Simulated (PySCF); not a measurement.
Computed shifts of a molecule CH7F2NSi2, PBE0/pcSseg-1 (PySCF), GIAO, gas phase, equivalent atoms averaged, in ppm (number of nuclei): ²⁹Si: -29.8 (1), -36.8 (1). ¹⁹F: -148.2 (1), -149.7 (1). ¹⁵N: 45.1 (1). ¹³C: 2.7 (1). ¹H: 5.07 (1), 4.90 (1), 4.74 (1), 1.21 (1), 0.63 (3). References: ²⁹Si against TMS (σ = 352.7 ppm); ¹⁹F against CFCl3 (σ = 167.2 ppm); ¹⁵N against NH3 (σ = 267.4 ppm); ¹³C against TMS (σ = 186.3 ppm); ¹H against TMS (σ = 31.56 ppm), references at their B3LYP-D3(BJ)/def2-TZVP geometries, non-relativistic. The structure is a stationary point at B3LYP-D3(BJ)/def2-SVP. Other conformers were not sampled.

**Question.** Which molecule gave these data?
(A) C[SiH2]N[SiH](F)F
(B) FC[SiH2]N[SiH2]F
(C) N[SiH2]C(F)(F)[SiH3]
(D) CN[SiH2][SiH](F)F

**Answer.** A, C[SiH2]N[SiH](F)F
